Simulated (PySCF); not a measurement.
Vertical excitations of a molecule C3H7FOSi from PySCF with TDDFT-B3LYP/def2-SVPD, as energy in eV (oscillator strength): 3.15 (0.001), 5.71 (0.018), 6.07 (0.041), 6.27 (0.013), 6.59 (0.021), 6.86 (0.005), 6.96 (0.037), 7.08 (0.041), 7.24 (0.074), 7.65 (0.019). Lowest triplet (TDA): 2.49 eV. Geometry optimised at r2SCAN-D4/def2-SVP. Other conformers were not sampled.

Pick the molecule that these values belong to.
A. C[C@@H](F)[SiH2]C=O
B. O[C@H]1C[Si@@H](F)C1
C. O[Si@H]1C[C@@H](F)C1
D. C=C[C@H](F)[SiH2]O

A, C[C@@H](F)[SiH2]C=O
